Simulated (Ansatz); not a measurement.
Species: bromosilane, sum formula SiH3Br, net charge 0, singlet state. 
Structure (B3LYP-D3(BJ)/def2-TZVP (Ansatz, a first-principles code) minimum search):
SMILES: [SiH3]Br
```xyz
5

Si    -1.4775    -0.0217     0.0219
Br     0.7574     0.0111    -0.0112
H     -1.9632     1.3690    -0.0622
H     -1.9472    -0.8065    -1.1360
H     -1.9135    -0.6482     1.2847
```

Basis-set convergence of Hartree-Fock and MP2 correlation energies (hartree) with Ansatz. Cores are frozen in the correlated levels unless marked. No spin-orbit coupling. Frozen are the shells of the preceding noble gas and the d and f shells that filled before the atom's block. Non-relativistic.

```tsv
basis	functions	E(HF)	E(corr, MP2)
def2-SVPD	89	-2862.73355	-0.23426
def2-TZVPPD	156	-2863.15024	-0.29275
def2-QZVPPD	273	-2863.20837	-0.31962
```

Extrapolating the two largest sets (X = 3 and 4) as X^-3: E(corr) = (64·(-0.31962) - 27·(-0.29275))/37 = -0.3392 Eh, an estimate of the basis-set limit. The largest set recovers 94.2 % of it, the smallest 69.1 %.
